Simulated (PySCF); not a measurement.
MoO2, SMILES [Mo](=[O])=[O] (connectivity only; charge and spin as stated), neutral, multiplicity 3.

Coordinates come from a B3LYP-D3(BJ)/def2-TZVP optimisation. The multiplicity is an assumed one; other spin states were not compared. The def2 effective core potentials stand for the cores of Mo; spin–orbit coupling is left out.

Computed with ωB97X/def2-TZVPD in PySCF.

```json
{
 "total_energy": "-218.66213 hartree",
 "point_group": "C2v",
 "α spin, highest occupied and lowest empty level": "-8.90 and -1.40 eV",
 "β spin, highest occupied and lowest empty level": "-11.05 and -1.27 eV",
 "dipole_moment": "5.14 D",
 "quadrupole, principal values (traceless, Buckingham form, about the centre of nuclear charge)": "-8.94, 2.93, 6.01 D·Å",
 "mean_static_polarisability": "51.5 bohr³ (7.64 Å³)",
 "polarisability_principal_values": "46.2, 54.1, 54.3 bohr³",
 "⟨S²⟩": "2.004 (pure state 2.00)"
}
```
